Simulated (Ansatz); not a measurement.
Ansatz (a first-principles code) input for CH8FNSi2, SMILES NC[SiH2][SiH2]F, PBE0-D3(BJ)/def2-SVP. 

Ansatz 0.2 input:
```yaml
crystal:
  periodic: [false, false, false]
  atoms:
    - {symbol: N, position_ang: [-2.70917496, 1.06645141, 1.04883955]}
    - {symbol: C, position_ang: [-1.58373324, 0.15274270, 0.87588978]}
    - {symbol: Si, position_ang: [-0.11041340, 0.86938612, -0.13237191]}
    - {symbol: Si, position_ang: [1.67713542, -0.56941321, -0.29176090]}
    - {symbol: F, position_ang: [1.18263938, -1.90345638, -1.05891426]}
    - {symbol: H, position_ang: [-2.40164896, 1.91293819, 1.51603937]}
    - {symbol: H, position_ang: [-3.07912901, 1.33885632, 0.14425735]}
    - {symbol: H, position_ang: [-1.97467776, -0.75013932, 0.39967944]}
    - {symbol: H, position_ang: [-1.25701584, -0.14319502, 1.87665837]}
    - {symbol: H, position_ang: [0.27637755, 2.12299344, 0.54084092]}
    - {symbol: H, position_ang: [-0.67211205, 1.28971511, -1.42923304]}
    - {symbol: H, position_ang: [2.21659286, -1.10551738, 0.95516887]}
    - {symbol: H, position_ang: [2.78037479, -0.11578061, -1.13253902]}
basis:
  gaussian:
    orbitals: def2-SVP
hamiltonian:
  xc: pbe0
  dispersion: d3bj
relax: {f_tol: 0.002, max_steps: 200}
```

Program output:

```
[...]
integrals: 0.08 GiB planned
1244 factors; integrals over basis functions are off by at most 4.1e-4 eV
mean field: 0.55 GiB planned
mean field evaluation 32: about -21109.1667 eV, gradient 1.2e-3 eV
mean field -21109.16673317 eV, -775.7475691370 hartree, gradient 1.1e-5 eV, S^2 0.000000; 0 other end points of the search recorded, 0 dependent functions left out
the calculation of the forces begins
reference -21109.16676382 eV, -775.7475702634 hartree; 29, 29 occupied and 89, 89 virtual orbitals, 1244 factors
relax step   4: F+E_penalty+E_count = -21109.41672549 eV  Δ(F+E_penalty+E_count) = -1.781e-3 eV  max|allowed force component| = 6.568e-2 eV/Å  Δτ_max = 0.0126 Å  (24 SCF iters, accepted)
these checks for a lower state are left out or cut short: starts, cluster_reference, orbital_swaps, neighbouring_geometries, increment
integrals: 0.08 GiB planned
1244 factors; integrals over basis functions are off by at most 4.1e-4 eV
mean field: 0.55 GiB planned
mean field -21109.16718787 eV, -775.7475858468 hartree, gradient 1.4e-5 eV, S^2 0.000000; 0 other end points of the search recorded, 0 dependent functions left out
the calculation of the forces begins
reference -21109.16721852 eV, -775.7475869731 hartree; 29, 29 occupied and 89, 89 virtual orbitals, 1244 factors
relax step   5: F+E_penalty+E_count = -21109.41726787 eV  Δ(F+E_penalty+E_count) = -5.424e-4 eV  max|allowed force component| = 1.496e-2 eV/Å  Δτ_max = 0.0139 Å  (22 SCF iters, accepted)
these checks for a lower state are left out or cut short: starts, cluster_reference, orbital_swaps, neighbouring_geometries, increment
integrals: 0.08 GiB planned
1244 factors; integrals over basis functions are off by at most 4.1e-4 eV
mean field: 0.55 GiB planned
mean field -21109.16656679 eV, -775.7475630226 hartree, gradient 6.5e-6 eV, S^2 0.000000; 0 other end points of the search recorded, 0 dependent functions left out
the calculation of the forces begins
reference -21109.16659748 eV, -775.7475641504 hartree; 29, 29 occupied and 89, 89 virtual orbitals, 1244 factors
relax step   6: F+E_penalty+E_count = -21109.41655833 eV  Δ(F+E_penalty+E_count) = +7.095e-4 eV  max|allowed force component| = 1.665e-1 eV/Å  Δτ_max = 0.0283 Å  (28 SCF iters, rejected (line search))
these checks for a lower state are left out or cut short: starts, cluster_reference, orbital_swaps, neighbouring_geometries, increment
integrals: 0.08 GiB planned
1244 factors; integrals over basis functions are off by at most 4.1e-4 eV
mean field: 0.55 GiB planned
mean field -21109.16751058 eV, -775.7475977063 hartree, gradient 2.6e-5 eV, S^2 0.000000; 0 other end points of the search recorded, 0 dependent functions left out
the calculation of the forces begins
reference -21109.16754126 eV, -775.7475988337 hartree; 29, 29 occupied and 89, 89 virtual orbitals, 1244 factors
relax step   7: F+E_penalty+E_count = -21109.41755293 eV  Δ(F+E_penalty+E_count) = -2.851e-4 eV  max|allowed force component| = 5.346e-3 eV/Å  Δτ_max = 0.0142 Å  (22 SCF iters, accepted)
these checks for a lower state are left out or cut short: starts, cluster_reference, orbital_swaps, neighbouring_geometries, increment
integrals: 0.08 GiB planned
1244 factors; integrals over basis functions are off by at most 4.0e-4 eV
mean field: 0.55 GiB planned
mean field -21109.16783231 eV, -775.7476095295 hartree, gradient 6.4e-6 eV, S^2 0.000000; 0 other end points of the search recorded, 0 dependent functions left out
the calculation of the forces begins
reference -21109.16786306 eV, -775.7476106597 hartree; 29, 29 occupied and 89, 89 virtual orbitals, 1244 factors
relax step   8: F+E_penalty+E_count = -21109.41781783 eV  Δ(F+E_penalty+E_count) = -2.649e-4 eV  max|allowed force component| = 7.127e-3 eV/Å  Δτ_max = 0.0324 Å  (26 SCF iters, accepted)
these checks for a lower state are left out or cut short: starts, cluster_reference, orbital_swaps, neighbouring_geometries, increment
integrals: 0.08 GiB planned
1244 factors; integrals over basis functions are off by at most 4.0e-4 eV
mean field: 0.55 GiB planned
mean field evaluation 64: about -21109.1679 eV, gradient 1.5e-3 eV
mean field -21109.16787863 eV, -775.7476112317 hartree, gradient 1.0e-5 eV, S^2 0.000000; 0 other end points of the search recorded, 0 dependent functions left out
the calculation of the forces begins
reference -21109.16790942 eV, -775.7476123633 hartree; 29, 29 occupied and 89, 89 virtual orbitals, 1244 factors
relax step   9: F+E_penalty+E_count = -21109.41787894 eV  Δ(F+E_penalty+E_count) = -6.111e-5 eV  max|allowed force component| = 7.913e-3 eV/Å  Δτ_max = 0.0144 Å  (23 SCF iters, accepted)
these checks for a lower state are left out or cut short: starts, cluster_reference, orbital_swaps, neighbouring_geometries, increment
integrals: 0.08 GiB planned
1244 factors; integrals over basis functions are off by at most 3.9e-4 eV
mean field: 0.55 GiB planned
mean field -21109.16769899 eV, -775.7476046303 hartree, gradient 6.5e-6 eV, S^2 0.000000; 0 other end points of the search recorded, 0 dependent functions left out
the calculation of the forces begins
reference -21109.16772989 eV, -775.7476057658 hartree; 29, 29 occupied and 89, 89 virtual orbitals, 1244 factors
relax step  10: F+E_penalty+E_count = -21109.41785927 eV  Δ(F+E_penalty+E_count) = +1.967e-5 eV  max|allowed force component| = 3.115e-2 eV/Å  Δτ_max = 0.0448 Å  (27 SCF iters, rejected (line search))
these checks for a lower state are left out or cut short: starts, cluster_reference, orbital_swaps, neighbouring_geometries, increment
integrals: 0.08 GiB planned
1244 factors; integrals over basis functions are off by at most 3.9e-4 eV
mean field: 0.55 GiB planned
mean field -21109.16782277 eV, -775.7476091790 hartree, gradient 6.5e-6 eV, S^2 0.000000; 0 other end points of the search recorded, 0 dependent functions left out
the calculation of the forces begins
reference -21109.16785361 eV, -775.7476103123 hartree; 29, 29 occupied and 89, 89 virtual orbitals, 1244 factors
relax step  11: F+E_penalty+E_count = -21109.41795597 eV  Δ(F+E_penalty+E_count) = -7.703e-5 eV  max|allowed force component| = 1.014e-2 eV/Å  Δτ_max = 0.0222 Å  (28 SCF iters, accepted)
these checks for a lower state are left out or cut short: starts, cluster_reference, orbital_swaps, neighbouring_geometries, increment
integrals: 0.08 GiB planned
1244 factors; integrals over basis functions are off by at most 3.9e-4 eV
mean field: 0.55 GiB planned
mean field -21109.16774489 eV, -775.7476063168 hartree, gradient 1.3e-5 eV, S^2 0.000000; 0 other end points of the search recorded, 0 dependent functions left out
the calculation of the forces begins
reference -21109.16777577 eV, -775.7476074516 hartree; 29, 29 occupied and 89, 89 virtual orbitals, 1244 factors
relax step  12: F+E_penalty+E_count = -21109.41792163 eV  Δ(F+E_penalty+E_count) = +3.434e-5 eV  max|allowed force component| = 1.312e-2 eV/Å  Δτ_max = 0.0152 Å  (22 SCF iters, rejected (line search))
these checks for a lower state are left out or cut short: starts, cluster_reference, orbital_swaps, neighbouring_geometries, increment
integrals: 0.08 GiB planned
1244 factors; integrals over basis functions are off by at most 3.9e-4 eV
mean field: 0.55 GiB planned
mean field -21109.16780739 eV, -775.7476086137 hartree, gradient 1.1e-5 eV, S^2 0.000000; 0 other end points of the search recorded, 0 dependent functions left out
the calculation of the forces begins
reference -21109.16783824 eV, -775.7476097476 hartree; 29, 29 occupied and 89, 89 virtual orbitals, 1244 factors
relax step  13: F+E_penalty+E_count = -21109.41797474 eV  Δ(F+E_penalty+E_count) = -1.877e-5 eV  max|allowed force component| = 5.600e-3 eV/Å  Δτ_max = 0.0074 Å  (22 SCF iters, accepted)
these checks for a lower state are left out or cut short: starts, cluster_reference, orbital_swaps, neighbouring_geometries, increment
integrals: 0.08 GiB planned
1244 factors; integrals over basis functions are off by at most 3.9e-4 eV
mean field: 0.55 GiB planned
mean field evaluation 96: about -21109.1678 eV, gradient 7.5e-5 eV
mean field -21109.16779651 eV, -775.7476082138 hartree, gradient 8.2e-5 eV, S^2 0.000000; 0 other end points of the search recorded, 0 dependent functions left out
the calculation of the forces begins
reference -21109.16782737 eV, -775.7476093481 hartree; 29, 29 occupied and 89, 89 virtual orbitals, 1244 factors
relax step  14: F+E_penalty+E_count = -21109.41797737 eV  Δ(F+E_penalty+E_count) = -2.622e-6 eV  max|allowed force component| = 4.669e-3 eV/Å  Δτ_max = 0.0033 Å  (19 SCF iters, accepted)
these checks for a lower state are left out or cut short: starts, cluster_reference, orbital_swaps, neighbouring_geometries, increment
integrals: 0.08 GiB planned
1244 factors; integrals over basis functions are off by at most 3.9e-4 eV
mean field: 0.55 GiB planned
mean field -21109.16778487 eV, -775.7476077861 hartree, gradient 5.2e-5 eV, S^2 0.000000; 0 other end points of the search recorded, 0 dependent functions left out
the calculation of the forces begins
reference -21109.16781574 eV, -775.7476089206 hartree; 29, 29 occupied and 89, 89 virtual orbitals, 1244 factors
relax step  15: F+E_penalty+E_count = -21109.41797928 eV  Δ(F+E_penalty+E_count) = -1.919e-6 eV  max|allowed force component| = 2.252e-3 eV/Å  Δτ_max = 0.0026 Å  (18 SCF iters, accepted)
these checks for a lower state are left out or cut short: starts, cluster_reference, orbital_swaps, neighbouring_geometries, increment
integrals: 0.08 GiB planned
1244 factors; integrals over basis functions are off by at most 3.9e-4 eV
mean field: 0.55 GiB planned
mean field -21109.16778304 eV, -775.7476077189 hartree, gradient 1.7e-5 eV, S^2 0.000000; 0 other end points of the search recorded, 0 dependent functions left out
the calculation of the forces begins
reference -21109.16781391 eV, -775.7476088534 hartree; 29, 29 occupied and 89, 89 virtual orbitals, 1244 factors
relax step  16: F+E_penalty+E_count = -21109.41797996 eV  Δ(F+E_penalty+E_count) = -6.768e-7 eV  max|allowed force component| = 8.617e-4 eV/Å  Δτ_max = 0.0010 Å  (19 SCF iters, accepted)
integrals: 0.08 GiB planned
1244 factors; integrals over basis functions are off by at most 3.9e-4 eV
mean field: 0.55 GiB planned
mean field -21109.16778304 eV, -775.7476077189 hartree, gradient 1.7e-5 eV, S^2 0.000000; 1 other end points of the search recorded, 0 dependent functions left out
the calculation of the forces begins
reference -21109.16781391 eV, -775.7476088534 hartree; 29, 29 occupied and 89, 89 virtual orbitals, 1244 factors
Total energy: -21109.41801083 eV, -775.7568034207 hartree
Atom 0 at    -2.738662     1.042938     1.026572 Å, force     0.000673    -0.000862    -0.000124 eV/Å
Atom 1 at    -1.590757     0.159861     0.878605 Å, force    -0.000846     0.000675    -0.000073 eV/Å
Atom 2 at    -0.117412     0.896073    -0.083895 Å, force     0.000122    -0.000001    -0.000435 eV/Å
Atom 3 at     1.660467    -0.612853    -0.332153 Å, force    -0.000779    -0.000562     0.000388 eV/Å
Atom 4 at     1.055888    -1.974575    -1.008238 Å, force     0.000025    -0.000051    -0.000160 eV/Å
Atom 5 at    -2.474778     1.902819     1.503935 Å, force     0.000195     0.000257     0.000447 eV/Å
Atom 6 at    -3.099294     1.321451     0.115942 Å, force    -0.000148    -0.000018    -0.000214 eV/Å
Atom 7 at    -1.906453    -0.770738     0.376954 Å, force    -0.000097    -0.000182     0.000029 eV/Å
Atom 8 at    -1.244777    -0.159236     1.876757 Å, force     0.000125     0.000020     0.000045 eV/Å
Atom 9 at     0.387213     2.117061     0.627725 Å, force     0.000057     0.000291     0.000193 eV/Å
Atom 10 at    -0.587815     1.333238    -1.438490 Å, force     0.000069    -0.000003    -0.000058 eV/Å
Atom 11 at     2.253115    -0.988053     0.987657 Å, force     0.000126    -0.000037     0.000617 eV/Å
Atom 12 at     2.748480    -0.102407    -1.218816 Å, force     0.000478     0.000473    -0.000656 eV/Å
Dipole moment:     0.042520     0.364454     0.081075 e Å
```

Self-consistency was reached.

Cost: very roughly 70 core-seconds.
